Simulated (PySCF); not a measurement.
Ta(NH)Me3, C3H10NTa (singlet state).
Bonds: Ta1–N2, Ta1–C4, Ta1–C8, Ta1–C12. Hydrogens: H3 on N2; H5, H6, H7 on C4; H9, H10, H11 on C8; H13, H14, H15 on C12.

A GFN2-xTB structure was refined with PBE0-D3(BJ)/def2-SVP geometry optimisation, gas phase, def2 core potentials past Kr in PySCF. Its GFN2-xTB values:

```csv
coordinate,GFN2-xTB
Ta1–N2,1.773 Å
Ta1–C4,2.317 Å
Ta1–C8,2.364 Å
N2–H3,0.995 Å
C4–H5,1.123 Å
N2–Ta1–C4,110.0°
C4–Ta1–C8,108.8°
```

**Question.** How do these coordinates change at the PBE0-D3(BJ)/def2-SVP level?

**Answer.** 
| coordinate | PBE0-D3(BJ)/def2-SVP (Å or °) | change |
| --- | --- | --- |
| Ta1–C8 | 2.161 | -0.203 |
| Ta1–C4 | 2.159 | -0.158 |
| N2–H3 | 1.012 | +0.017 |
| C4–H5 | 1.108 | -0.015 |
| Ta1–N2 | 1.763 | -0.010 |
| C4–Ta1–C8 | 112.4 | +3.6 |
| N2–Ta1–C4 | 106.9 | -3.1 |

The energy falls by 23.2 kcal/mol over 8 energy and gradient evaluations, the largest force component goes from 0.0836 to 4.3e-04 Eh/bohr, and the atoms move by 0.116 Å rms after alignment. The bond that changes most is Ta1–C8 (ends: tantalum bonded to 3 C and N; carbon bonded to Ta and 3 H), which shortens by 0.203 Å. Bonds longer at the end by more than 0.005 Å: 6 of 14; shorter: 8. Rotational constants go from 2581, 2528, 2121 to 2791, 2776, 2366 MHz.

The run used 138 basis functions and 59 SCF cycles in all.

No frequency check.
